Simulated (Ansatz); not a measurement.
Consider the ligand exchange at the Si–C bond: `O=COC[SiH2]S` + `N[SiH3]` → `[SiH3]N[SiH2]S` + `COC=O`.

Gas-phase electronic energies from Ansatz, PBE0-D4/def2-TZVP geometries. CCSD(T)/CBS is the MP2 limit (def2-TZVPP, def2-QZVPP) plus CCSD(T) − MP2 in def2-TZVPP, frozen cores. This one scheme is used for every species. DFT in def2-TZVPP. B3LYP here is the variant with VWN-RPA as its local correlation; programs differ in this. One conformer a species, not always the lowest.

CCSD(T)/CBS gives -0.92 eV.

Another level gave -0.82 eV. Which?
A. PBE/def2-TZVPP
B. SCS-MP2/def2-TZVPP
C. B3LYP-D4/def2-TZVPP
D. HF/def2-TZVPP

A. PBE -0.82, B3LYP-D4 -0.91, HF/def2-TZVPP -1.04, SCS-MP2/def2-TZVPP -0.97 eV.

Largest T1 diagnostic among the species: 0.015.

In def2-TZVPP, CCSD(T) changes the Hartree–Fock value by +0.12 eV (the triples alone add +0.02 eV) and MP2 by +0.09 eV. From PBE to PBE0 (25 % exact exchange), in def2-TZVPP and without D4, ΔE moves by −0.05 eV.
